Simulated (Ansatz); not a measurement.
Relaxation of H₆OSn (8 atoms, charge 0, multiplicity 1), to a largest force component of 0.03 eV/Å in at most 50 steps.

All numbers below come from RKS PBE0/def2-TZVP (Ansatz).

```xyz
8
Properties=species:S:1:pos:R:3:forces:R:3
Sn 0.407 -0.254 -0.507 0.14 -0.10 0.09
O -0.535 -0.265 2.512 0.71 -0.46 -0.03
H -0.976 -0.769 3.203 0.06 0.03 -0.08
H 1.417 -0.257 -1.887 -0.01 -0.01 0.00
H -0.053 1.338 -0.143 0.01 0.00 0.00
H -0.938 -1.254 -0.800 0.00 0.01 0.01
H 1.335 -0.933 0.789 -0.03 0.09 -0.28
H 0.310 -0.733 2.333 -0.88 0.44 0.29
```

Task: Where does it end, and by what steps?

Result: The run converged. The force dipped under the threshold on the way, but the program's further checks kept it going. After 20 steps the energy has fallen by 0.075 eV; H8 moved furthest, 0.74 Å.

| step | energy less start (eV) | largest force component (eV/Å) | accepted |
| --- | --- | --- | --- |
| 0 | 0.0000 | 0.881 | yes |
| 1 | -0.0375 | 0.325 | yes |
| 2 | -0.0262 | 0.524 | no |
| 3 | -0.0488 | 0.083 | yes |
| 4 | -0.0512 | 0.047 | yes |
| 5 | -0.0583 | 0.028 | yes |
| 6 | -0.0312 | 1.419 | no |
| 7 | -0.0622 | 0.204 | yes |
| 8 | -0.0613 | 0.593 | no |
| 9 | -0.0654 | 0.106 | yes |
| 10 | -0.0677 | 0.066 | yes |
| 11 | -0.0674 | 0.218 | no |
| 12 | -0.0692 | 0.076 | yes |
| 13 | -0.0706 | 0.088 | yes |
| 14 | -0.0717 | 0.142 | yes |
| 15 | -0.0727 | 0.081 | yes |
| 16 | -0.0743 | 0.016 | yes |
| 17 | -0.0682 | 0.624 | no |
| 18 | -0.0748 | 0.090 | yes |
| 19 | -0.0745 | 0.090 | no |
| 20 | -0.0751 | 0.009 | yes |

```xyz
8
Properties=species:S:1:pos:R:3
Sn 0.499 -0.251 -0.519
O -0.472 -0.302 2.520
H -1.291 -0.785 2.658
H 1.054 -0.276 -2.141
H 0.107 1.352 -0.113
H -0.869 -1.263 -0.428
H 1.756 -0.849 0.464
H 0.183 -0.754 3.058
```

The run took 21 s on 4 threads of Intel(R) Xeon(R) Platinum 8375C CPU @ 2.90GHz (Ice Lake) (shared host), peak memory 0.22 GiB.
